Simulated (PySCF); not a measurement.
Species: C₃H₆ClOSi₂ (doublet state).
Structure used (GFN2-xTB), in Å, numbered top down from 1:
```
atom  x, y, z in Å
C1     1.5505    1.7776    0.7320
C2     1.4352    0.7847    0.0733
C3     1.2635   -0.4134   -0.7116
Si4   -0.1781   -1.4855   -0.0638
Cl5   -0.5191   -2.9679   -1.3839
O6    -1.5260   -0.6098    0.0184
Si7   -2.4797    0.7113    0.1629
H8     1.6766    2.6498    1.3003
H9     1.0784   -0.1260   -1.7511
H10    2.1954   -0.9830   -0.6956
H11    0.0525   -2.0309    1.2652
H12   -1.8459    1.8075   -0.5520
H13   -2.7077    0.8861    1.5884
```

The hyperfine couplings belong to this conformer and change with its torsions.

As a line formula: `C#CC[Si@H](Cl)O[SiH2]` [radical].

Theory: UKS B3LYP, pcH-1 on C Cl H O Si, non-relativistic, mean-field spin-orbit, GIAO in PySCF. Isolated species at its GFN2-xTB geometry (one conformer only). GFN2-xTB frequencies show an imaginary mode (32i cm⁻¹), so this geometry is no minimum at that level. The geometry wasn't refined by DFT: couplings that depend on bond lengths, twists or pyramidal angles can differ widely from those at the functional's own minimum, by a factor of two or more for some ions and for spin on atoms past the first row. No stability test was run, so a lower SCF solution isn't excluded.

Problem. Match the computed a_iso(29Si) values -586.6, -7.3 MHz with the sites Si4; Si7.

Solution. 
```csv
site,a_iso (MHz),ρ(0) (bohr⁻³),position,distance from Si7 (Å),spin population,largest |T| (MHz)
Si4,-7.3,+0.0083,2 bonds from Si7,3.19,0.00,4.3
Si7,-586.6,+0.6612,largest spin population,0.00,+0.88,162.7
```

ρ(0) is the spin density at the nucleus and T the dipolar tensor; a_iso includes a spin–orbit part; entries for several nuclei are means. The largest Mulliken spin population is on Si7 (+0.88). The angles at Si7 add up to 331.5°, so it is pyramidal.

Class means assume fast exchange of nuclei equivalent by connectivity; if that motion is slow, each nucleus keeps its own coupling.
